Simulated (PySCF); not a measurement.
# Exercise with solution: oscillator strength and radiative lifetime

C2H9ClSi3, SMILES C=C(Cl)[SiH2][SiH2][SiH3].

The structure is a stationary point at B3LYP-D3(BJ)/def2-SVP. The structure was generated by enumeration, and PubChem lists no compound with its InChIKey, so it may never have been made. The values are those of a single conformer.

PySCF with TDA-PBE0/def2-SVPD puts the first singlet state with f over 0.02 at 6.01 eV (vertical), with the transition dipole (-0.859, 0.069, 0.136) in atomic units.

Task: Find the oscillator strength, the wavelength and the radiative lifetime that this transition would have in vacuum if emission retraced absorption.

Result: 
|μ|² = 0.7611 au, so |μ| = 2.22 D. ΔE = 6.01/27.211 = 0.2209 hartree. f = (2/3) ΔE |μ|² = 0.112 (the program prints 0.112).
λ = 1239.84/6.01 = 206 nm; ν = 48474 cm⁻¹.
Einstein's coefficient A = 0.6670 ν² f s⁻¹ (ν in cm⁻¹) = 1.8e8 s⁻¹, so τ = 1/A = 5.7 ns. This state is S1. The figure is the radiative limit of this one transition; relaxation, internal conversion, crossing to triplets and a medium change what is measured.
